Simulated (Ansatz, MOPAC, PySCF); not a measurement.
System: BiF3, net charge 0, singlet state. SMILES: [F][Bi]([F])[F]
Geometry: optimised at B3LYP-D3(BJ)/def2-TZVP (Ansatz, an electronic-structure program).

Unscaled harmonic wavenumbers (cm⁻¹) in rising order, each level at the stationary point that it reaches from this structure (no distance between atoms moves by over 0.3 Å); the order of modes can differ between levels, and a negative number is imaginary. B3LYP-D3(BJ)/def2-TZVP (PySCF, at the structure above): 165, 166, 187, 566, 566, 591.

PM3 (MOPAC): 180, 180, 190, 655, 655, 675. Zero-point energy 3.6 against 3.2 kcal/mol; where all levels lie over 400 cm⁻¹, the wavenumbers are on average 1.152 times those of B3LYP-D3(BJ)/def2-TZVP.

HF/6-31G* with LANL2DZ past Ar (Ansatz): 200, 200, 252, 653, 653, 678. Zero-point energy 3.8 against 3.2 kcal/mol; where all levels lie over 400 cm⁻¹, the wavenumbers are on average 1.151 times those of B3LYP-D3(BJ)/def2-TZVP.

B3LYP/6-31G* with LANL2DZ past Ar (Ansatz): 174, 174, 214, 597, 597, 612. Zero-point energy 3.4 against 3.2 kcal/mol; where all levels lie over 400 cm⁻¹, the wavenumbers are on average 1.048 times those of B3LYP-D3(BJ)/def2-TZVP.
